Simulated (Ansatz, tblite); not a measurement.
Removing an electron: Ga2As3⁻ (the lowest singlet isomer of a short search). The state is a singlet with charge -1. Geometry: r2SCAN-D4/def2-SVPD. Ansatz, gas phase; energy differences of separate SCF runs; the oxidised species was run as a doublet alone.

Cartesian coordinates in Å:
```
Ga 0.623 1.356 0.319
Ga -1.387 -0.574 -0.272
As -1.695 1.733 0.105
As 1.842 -0.708 0.740
As 0.617 -1.807 -0.892
```

The xTB rows come from tblite. HOMO above LUMO, or a gap near zero within one spin, warns that the state may not be the lowest or that an electron is smeared out. The structure comes from a short search, and lower isomers may exist.

| level | −HOMO (eV) | vertical IE (eV) | −LUMO (eV) | HOMO–LUMO gap (eV) |
| --- | --- | --- | --- | --- |
| GFN1-xTB | 5.17 | 6.45 | 3.63 | 1.54 |
| GFN2-xTB | 3.58 | 5.78 | 2.45 | 1.12 |
| r2SCAN-D4/def2-TZVPD | 0.78 | 2.74 | -0.57 | 1.35 |

Q: Estimate the rows for PBE-D4/def2-TZVPD, PBE0-D4/def2-TZVPD.

A: 
```tsv
level	−HOMO (eV)	vertical IE (eV)	−LUMO (eV)	HOMO–LUMO gap (eV)	remarks
PBE-D4/def2-TZVPD	0.60	2.69	-0.61	1.21	gap within one spin near zero (doublet)
PBE0-D4/def2-TZVPD	1.26	2.68	-1.13	2.38	–
```

  Raw xTB energy differences between charge states are shifted by several eV; the methods need an empirical correction for them.
